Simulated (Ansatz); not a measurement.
The cluster Sr4 (the lowest singlet isomer of a short search). Charge 0, multiplicity 1. Geometry PBE0/def2-TZVP, basis def2-TZVP, Ansatz.

```xyz
4

Sr   -1.129    1.249   -1.920
Sr    0.958    1.685    1.664
Sr    1.885   -1.454   -0.926
Sr   -1.714   -1.480    1.182
```

```json
{"run": "A", "HOMO (eV)": "-3.10", "LUMO (eV)": "-2.05"}
{"run": "B", "HOMO (eV)": "-3.40", "LUMO (eV)": "-1.96"}
{"run": "C", "HOMO (eV)": "-4.95", "LUMO (eV)": "-0.49"}
{"run": "D", "HOMO (eV)": "-4.84", "LUMO (eV)": "-0.28"}
{"run": "E", "HOMO (eV)": "-3.63", "LUMO (eV)": "-1.65"}
```

In the def2 sets Sr takes a core potential; there is no spin–orbit coupling. The structure comes from a short search, and lower isomers may exist.

Q: The runs used B97M-V, PBE0, r2SCANh, ωB97M-V, ωB97X-V. Estimate which is which.

A: A B97M-V (0 % exact exchange); B r2SCANh (10 % exact exchange); C ωB97M-V (range-separated); D ωB97X-V (range-separated); E PBE0 (25 % exact exchange). Exact exchange lowers occupied and raises empty levels; among semilocal functionals meta-GGAs tend to open the gap a little, and such runs are hard to tell apart. The gap grows from 1.05 eV (B97M-V) to 4.56 eV (ωB97X-V).
